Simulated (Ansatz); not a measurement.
Diatomic GeS, closed-shell singlet (the spin of the measured ground state). No spin–orbit coupling. Ge is treated without relativity.

D_e counts from the fitted minimum to each atom's lowest state at the same level, without counterpoise. The singlet is restricted.

Correlated levels freeze the inner cores; with def2 sets outer-core shells near the valence are correlated too. CBS: X⁻³ extrapolation of the correlation energy, Hartree–Fock from the larger set.

Run with Ansatz (Gaussian orbitals). 

PBE/def2-TZVPP gives 6.001 eV for the bond energy D_e.

Problem. Where do these levels fall relative to PBE: r2SCAN/def2-TZVPP, PBE0/def2-TZVPP, wB97M-V/def2-TZVPP, B2PLYP/def2-TZVPP, CCSD(T)/CBS(def2-TZVPP, def2-QZVPP).

Solution. r2SCAN/def2-TZVPP -0.180; PBE0/def2-TZVPP -0.345; wB97M-V/def2-TZVPP -0.276; B2PLYP/def2-TZVPP -0.305; CCSD(T)/CBS(def2-TZVPP, def2-QZVPP) -0.135 eV. 0 of 5 lie above PBE; the widest gap is to PBE0/def2-TZVPP.

Ansatz is a quantum-chemistry and plane-wave program.
